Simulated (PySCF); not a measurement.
## Structure from 2D NMR

Compound of formula C$_{8}$H$_{10}$Si. Correlations simulated from computed shifts and the bond graph:

HSQC (one-bond C–H):
```csv
δH,δC
7.14,157.2
6.44,126.8
6.36,137.4
3.39,34.5
1.76,78.6
1.38,25.0
```

COSY cross peaks (H two or three bonds apart, from the bond graph; peaks can be absent where the dihedral angle is near 90°):
```csv
δH,δH
7.14,6.36
6.44,4.69
6.44,4.67
6.36,4.69
6.36,4.67
4.69,4.67
3.39,1.38
```

HMBC (two and three bonds, from the bond graph):
```csv
δH,δC
7.14,"170.9, 137.4, 126.8, 34.5"
6.44,"170.9, 157.2, 137.4, 34.5"
6.36,"170.9, 157.2, 126.8"
4.69,"170.9, 157.2, 137.4, 126.8"
4.67,"170.9, 157.2, 137.4, 126.8"
3.39,"170.9, 157.2, 126.8, 91.3, 78.6, 25.0"
1.76,"91.3, 34.5"
1.38,"170.9, 91.3, 34.5"
```

Carbons without hydrogens: δ 170.9, 91.3.

- PBE0/pcSseg-1 with gauge-including orbitals
- geometry: GFN2-xTB
- program: PySCF
- in vacuum, single conformer, non-relativistic Hamiltonian, fast rotation and ring inversion assumed for equivalent nuclei

δ = σ(ref) − σ, references computed at the same level: TMS for 1H (σ = 31.72 ppm) and 13C (σ = 186.93 ppm).

Exchangeable hydrogens are left out of these lists.

**Question.** Assemble the structure.

**Answer.** `C#C[C@H](C)C1=C[SiH2]C=C1`.

Atom-mapped SMILES (the numbers label the heavy atoms): `[CH:1]#[C:2][C@H:3]([CH3:4])[C:5]1=[CH:6][SiH2:7][CH:8]=[CH:9]1` (H(Xn): hydrogen on atom n). Ha(Si7) is pro-R; Hb(Si7) is pro-S.

1. δC 170.9 is C5, a fully substituted alkene carbon.
2. δC 157.2 is C9, an alkene CH (δH 7.14).
3. δC 137.4 is C8, an alkene CH (δH 6.36).
4. δC 126.8 is C6, an alkene CH (δH 6.44).
5. δC 91.3 is C2, an alkyne carbon.
6. δC 78.6 is C1, a terminal alkyne carbon (δH 1.76).
7. δC 34.5 is C3, an allylic sp3 CH (δH 3.39).
8. δC 25.0 is C4, a methyl carbon (δH 1.38).
9. HMBC from δH 7.14 reaches the proton-free carbon C5.
10. HMBC from δH 6.44 reaches the proton-free carbon C5.
11. HMBC from δH 6.36 reaches the proton-free carbon C5.
12. HMBC from δH 4.69 reaches the proton-free carbon C5.
13. COSY links 7.14–6.36, 6.44–4.69, 6.44–4.67, 6.36–4.69, 6.36–4.67, 4.69–4.67.

This is the structure that produced the data.

Shifts are as computed. Against solution values, carbons near 30 ppm lie about +3 ppm off and those near 130 ppm about +5 ppm. Of 1211 compounds with measured shifts, 218 miss one by over three times the rms of a fit or turn the order of signals round; such compounds aren't used in these exercises.
